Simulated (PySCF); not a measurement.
Isomers of C6H7NO.

All values: PBE0/def2-SVPD (PySCF) at GFN2-xTB geometries, gas phase, one conformer each. Core orbitals are frozen in the response; Δα² is half the sum of the squared differences of the principal polarisabilities.

Question: Rank by dipole moment, lowest first.
A. `[CH2:1]=[C:2]([CH3:3])[c:4]1[cH:5][cH:6][o:7][n:8]1` with C1–C2–C4–C5 0°
B. `[NH2:1][c:2]1[cH:3][cH:4][cH:5][c:6]([OH:7])[cH:8]1` with C5–C6–O7–H 1°
C. `[NH2:1][c:2]1[cH:3][cH:4][c:5]([OH:6])[cH:7][cH:8]1` with C4–C5–O6–H -179°
D. `C/N=C/C#CC(C)=O`
E. `[CH3:1][n:2]1[cH:3][cH:4][cH:5][c:6]1[CH:7]=[O:8]` with C5–C6–C7–O8 180°
F. `[OH:1][CH2:2][c:3]1[cH:4][cH:5][cH:6][cH:7][n:8]1` with H–O1–C2–C3 0°, O1–C2–C3–C4 180° (2-pyridinemethanol)

Answer: B (1.15 D), C (2.10 D), A (2.52 D), E (2.99 D), D (3.45 D), F (3.89 D).

Question: Rank by HOMO energy, lowest first.
A. `[NH2:1][c:2]1[cH:3][cH:4][cH:5][c:6]([OH:7])[cH:8]1` with C5–C6–O7–H 1°
B. `C/N=C/C#CC(C)=O`
C. `[CH2:1]=[C:2]([CH3:3])[c:4]1[cH:5][cH:6][o:7][n:8]1` with C1–C2–C4–C5 0°
D. `[NH2:1][c:2]1[cH:3][cH:4][c:5]([OH:6])[cH:7][cH:8]1` with C4–C5–O6–H -179°
E. `[CH3:1][n:2]1[cH:3][cH:4][cH:5][c:6]1[CH:7]=[O:8]` with C5–C6–C7–O8 180°
F. `[O:1]=[CH:2][NH:3][C:4]1=[CH:5][CH2:6][CH:7]=[CH:8]1` with O1–C2–N3–C4 0°, C2–N3–C4–C5 180°

Answer: B (-7.80 eV), C (-7.26 eV), E (-6.80 eV), F (-6.21 eV), A (-5.90 eV), D (-5.51 eV).

All values together:

```tsv
SMILES	μ (D)	HOMO (eV)	LUMO (eV)	α (Å³)	Δα (Å³)
Cn1cccc1C=O	2.99	-6.80	-1.35	12.21	7.75
Nc1ccc(O)cc1	2.10	-5.51	-0.20	12.29	8.13
O=CNC1=CCC=C1	3.74	-6.21	-0.82	12.09	7.87
Cc1cc(O)ccn1	2.15	-7.29	-0.49	11.84	7.00
OCc1ccccn1	3.89	-7.36	-1.06	11.68	6.71
C/N=C/C#CC(C)=O	3.45	-7.80	-2.08	13.56	12.28
C=C(C)c1ccon1	2.52	-7.26	-1.01	11.77	6.96
Nc1cccc(O)c1	1.15	-5.90	0.08	12.33	7.93
```

Conformers: `[CH3:1][n:2]1[cH:3][cH:4][cH:5][c:6]1[CH:7]=[O:8]` with C5–C6–C7–O8 180°; `[NH2:1][c:2]1[cH:3][cH:4][c:5]([OH:6])[cH:7][cH:8]1` with C4–C5–O6–H -179°; `[O:1]=[CH:2][NH:3][C:4]1=[CH:5][CH2:6][CH:7]=[CH:8]1` with O1–C2–N3–C4 0°, C2–N3–C4–C5 180°; `[CH3:1][c:2]1[cH:3][c:4]([OH:5])[cH:6][cH:7][n:8]1` with C3–C4–O5–H 180°; `[OH:1][CH2:2][c:3]1[cH:4][cH:5][cH:6][cH:7][n:8]1` with H–O1–C2–C3 0°, O1–C2–C3–C4 180°; `[CH2:1]=[C:2]([CH3:3])[c:4]1[cH:5][cH:6][o:7][n:8]1` with C1–C2–C4–C5 0°; `[NH2:1][c:2]1[cH:3][cH:4][cH:5][c:6]([OH:7])[cH:8]1` with C5–C6–O7–H 1°.
